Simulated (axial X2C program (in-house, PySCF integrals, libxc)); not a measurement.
# TcBr: from the spin-free to the two-component result

Computed with an in-house relativistic program for diatomic molecules. Spin-free means the one-electron spin-free X2C Hamiltonian; two-component (2c) means X2C with spin–orbit coupling and atomic mean-field two-electron Coulomb and Gaunt terms, so the difference of the two also holds small scalar two-electron terms. Basis: Tc dyall-cv3z [12s12p8d5f3g], Br dyall-cv3z [8s9p6d4f1g] (cores contracted in-house); Gaussian nuclei, density fitting, unrestricted open shells. Masses: Tc 98.907 u, Br 78.918 u.

Spin-free state: M_S = 3, Λ = 0 (beyond evenly filled blocks: 2 × σα, π+α, π-α, δ+α, δ-α); fragments Tc + Br.

```csv
level,Re (Å),ωe (cm⁻¹),De (eV),μ (D)
PBE0,2.491,243.5,3.513,-2.26
HF,2.593,226.7,2.964,-3.74
MP2,2.510,244.0,3.332,n/a
CCSD,2.520,242.1,3.080,n/a
CCSD(T),2.515,243.2,3.082,n/a
PBE,2.491,237.5,3.476,-1.64
```

Correlated methods: 14 electrons correlated (number of frozen shells: Tc 4 s, 3 p, 1 d; Br 3 s, 2 p, 1 d), 296 virtual spin orbitals or spinors in MP2, 89 natural virtuals in coupled cluster.

Dipoles are positive if Br is the positive end.

Two-component determinant lowest at the distance of the search:

Ω = 3 (⟨Sz⟩ = 3.00, ⟨Lz⟩ = 0.00 at HF); fragments Tc + Br.

```
  level  Re (Å)  ωe (cm⁻¹)  De (eV)  μ (D)
   PBE0   2.492      243.1    3.406  -2.25
     HF   2.594      226.4    2.801  -3.73
    MP2   2.511      243.7    3.190    n/a
   CCSD   2.521      241.8    2.935    n/a
CCSD(T)   2.516      242.9    2.941    n/a
    PBE   2.492      236.8    3.366  -1.64
```

**Question.** From the two tables, how do the constants change at the CCSD(T) level (2c against spin-free)?

**Answer.** At the CCSD(T) level Re rises by 0.001 Å and ωe decreases by 0.3 cm⁻¹; De changes by -0.141 eV.

The state is one determinant whose occupation by symmetry is held fixed; it was picked as the lowest of a PBE0 search that is not exhaustive. Dissociation energies refer to the lowest single-determinant-based atoms at the same level and basis. Density functionals use the spin component along the axis (collinear). CCSD and (T) use frozen natural virtuals with an MP2 correction for the truncation; (T) itself is uncorrected, so its De runs slightly low. Other states lie close and PBE0, whose exact exchange favours high spin, may order them wrongly; the determinant shown need not be the ground state. The nearest other spin-free determinant of the search, M_S = 2, Λ = 0, lies 0.30 eV up at the distance of the search. The functionals have no current-density term, which raises determinants with orbital currents, atoms included. With several unpaired electrons one determinant need not be a pure state. Open-shell Ω = 0 determinants with evenly filled partner blocks cannot be reached by this program, so the Ω shown need not be the lowest component. At some level and bond length an empty orbital lies below a filled one.
